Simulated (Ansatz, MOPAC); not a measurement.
Dimer: HF (SMILES F) (first 2 atoms) with H2 (SMILES [H][H]); geometry from B3LYP-D3(BJ)/def2-TZVP, rigid monomers moved along the line of their centres of mass till H2···H4 is 1.78 Å.
(charge 0, multiplicity 1):
```tsv
atom	x (Å)	y (Å)	z (Å)
F	-0.0821	0.1939	-0.5040
H	-0.0694	0.0989	0.4177
H	-0.0938	-0.4400	2.1130
H	0.0052	0.2963	2.1836
```

Interaction energies are E(AB) − E(A) − E(B) at the monomers' geometry in the complex; basis-set methods are counterpoise corrected.

Correlated levels freeze the cores. CBS: X⁻³ extrapolation of the correlation energy, Hartree–Fock from the larger set. The state that PM3 reach isn't checked.

Run with Ansatz (Gaussian orbitals); MOPAC for PM3 (differences of heats of formation). Each number belongs to the level named beside it.

Q: What interaction energy does PM3 give?

A: -3.2 kcal/mol

Ansatz is a program for electronic structure.
